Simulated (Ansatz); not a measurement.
Molecule: GeO2, net charge -1, doublet state. 
Coordinates optimised at B3LYP-D3(BJ)/def2-TZVP (Ansatz, a first-principles code):
```xyz
3

Ge     0.1487    -0.0232     0.1866
O      0.9130     0.2312    -1.3152
O     -1.5080    -0.1384     0.5689
```
Charge -1, spin multiplicity 2.

Total electronic energies in hartree. Correlated levels leave the core frozen unless marked. UHF or UKS for open shells. Spin-orbit coupling is left out. The frozen core is the preceding noble-gas configuration, with the filled d and f shells of earlier blocks. No relativistic terms. FCI takes restricted orbitals. CBS(X,Y): correlation extrapolated as X^-3; Hartree-Fock from the larger set. The bracket is a focal-point correction in the basis named. The program attaches cautions to a run behind CCSD(T)/STO-3G: large difference.

```
level                                                                 program  energy (Eh)
-------------------------------------------------------------  --------------  -----------
RI-HF/cc-pVTZ                                                          Ansatz  -2225.16845
RI-HF/aug-cc-pVQZ                                                      Ansatz  -2225.19464
PBE-D3(BJ)/def2-TZVPD                                          Ansatz + dftd3            …
revPBE-D3(BJ)/def2-TZVPD                                       Ansatz + dftd3  -2227.36427
revPBE/def2-TZVPD                                                      Ansatz  -2227.36086
r2SCAN0-D4/def2-TZVPD                                          Ansatz + dftd4            …
CAM-B3LYP-D3(BJ)/def2-TZVPD                                    Ansatz + dftd3  -2227.63017
LC-wPBE/def2-TZVPD                                                     Ansatz  -2227.17398
MP2/aug-cc-pVDZ                                                        Ansatz  -2225.58848
RI-MP2/cc-pVTZ                                                         Ansatz  -2225.76573
RI-MP2/CBS(aug-cc-pVTZ,aug-cc-pVQZ)                                    Ansatz   -2225.8784
CCSD(T)/STO-3G                                                         Ansatz  -2199.33797
CCSD(T)/6-31G*                                                         Ansatz  -2225.25252
FCI/STO-3G                                                             Ansatz  -2199.35014
RI-MP2/CBS(aug-cc-pVTZ,aug-cc-pVQZ)+[CCSD(T)-MP2]/aug-cc-pVTZ          Ansatz   -2225.8993
```

Question: What belongs in the gaps?

Answer: 
- PBE-D3(BJ)/def2-TZVPD, energy (Eh): -2227.10494
- r2SCAN0-D4/def2-TZVPD, energy (Eh): -2227.41910
